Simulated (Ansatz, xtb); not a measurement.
**Isomers of C6H5Cl2F in order of energy**

10 gas-phase structures of C6H5Cl2F, from a drawn sample of its isomers (lower ones may exist). Each was relaxed with GFN2-xTB; where two conformers were screened, the lower at r2SCAN-D4/def2-SVP is listed:

A. `F[C@@]1(Cl)C=C[C@@]2(Cl)C[C@H]21`, a singlet
B. `FC(Cl)(Cl)C1=CC=CC1`, a singlet
C. `F[C@]1(Cl)C=CC(Cl)=CC1`, a singlet
D. `F[C@@H]1C=C(CCl)C=C1Cl`, a singlet
E. `C[C@@H]1C=C(Cl)C(Cl)=C1F`, a singlet
F. `F/C(Cl)=C1/CC=C(Cl)C1`, a singlet
G. `FC1C=CC(Cl)(Cl)C=C1`, a singlet
H. `F[C@H](Cl)C1=C(Cl)CC=C1`, a singlet
I. `C=C1C[C@H](Cl)C(F)=C1Cl`, a singlet
J. `F/C=C1\C=CCC1(Cl)Cl`, a singlet

Problem. Make a reasoned guess at their ranking by r2SCAN-D4/def2-SVP single-point energy.

Solution. Calculated order at r2SCAN-D4/def2-SVP: C (0.000), H (0.213), B (0.220), I (0.261), F (0.343), E (0.378), J (0.469), G (0.493), A (0.620), D (0.629) eV. Less than 1 kcal/mol parts H and B; B and I; F and E; J and G; A and D, so the order within those pairs means little.

Energies above the lowest of each column, in eV; the last columns are at B3LYP-D3(BJ)/def2-SVP geometries and were run for some of them only (a dash: not run or not comparable):

| structure | GFN2-xTB | HF/STO-3G | r2SCAN-D4/def2-SVP | B3LYP-D3(BJ)/def2-SVP | CCSD(T)/def2-SVP + ΔMP2/def2-TZVPP |
| --- | --- | --- | --- | --- | --- |
| C | 0.000 | 0.000 | 0.000 | 0.000 | 0.000 |
| H | 0.093 | 0.226 | 0.213 | 0.229 | 0.177 |
| B | 0.273 | 0.321 | 0.220 | 0.279 | 0.297 |
| I | 0.204 | 0.085 | 0.261 | 0.258 | 0.238 |
| F | 0.029 | 0.036 | 0.343 | 0.358 | 0.357 |
| E | 0.045 | 0.144 | 0.378 | 0.402 | – |
| J | 0.211 | 0.342 | 0.469 | – | – |
| G | 0.366 | 0.526 | 0.493 | – | – |
| A | 0.329 | 0.239 | 0.620 | – | – |
| D | 0.370 | 0.439 | 0.629 | – | – |

Every level run on C puts it lowest or level with the lowest. CCSD(T)/def2-SVP + ΔMP2/def2-TZVPP orders those it was run on as C (0.000), H (0.177), I (0.238), B (0.297), F (0.357) eV. Flexible structures stand in one conformer each, not always the lowest. Frequencies (GFN2-xTB) were run for B, C, F, H, I alone. ΔMP2 is the change of the MP2 energy from the smaller to the larger basis.

Over these structures GFN2-xTB departs from r2SCAN-D4/def2-SVP by 0.120 eV on average once a common shift is removed. A GFN2-xTB relaxation took about 0.091 s and the r2SCAN-D4/def2-SVP energy about 2.8 s on a shared host (Ansatz 0.2.0, xtb 6.7.1).
